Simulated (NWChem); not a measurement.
# SiHO₂ cation; SMILES O=[Si]=[OH+]

```xyz
4

O      0.0009     1.5907     0.0000
Si    -0.0006     0.0879     0.0000
O      0.0023    -1.4357     0.0000
H     -0.0161    -2.4044     0.0000
```
Atoms are numbered in this order, from 1.

Program: NWChem. Structure relaxed at the PBE0/def2-SVP level. Static field.

For level B3LYP/Sadlej pVTZ:

```
Quantity                          Value
--------------------------------  -----
isotropic polarisability (bohr³)   25.2
anisotropy (bohr³)                 15.2
```

Problem. How do the values read with level BHandHLYP/Sadlej pVTZ instead?

Solution. isotropic polarisability (bohr³): 24.0
anisotropy (bohr³): 13.7
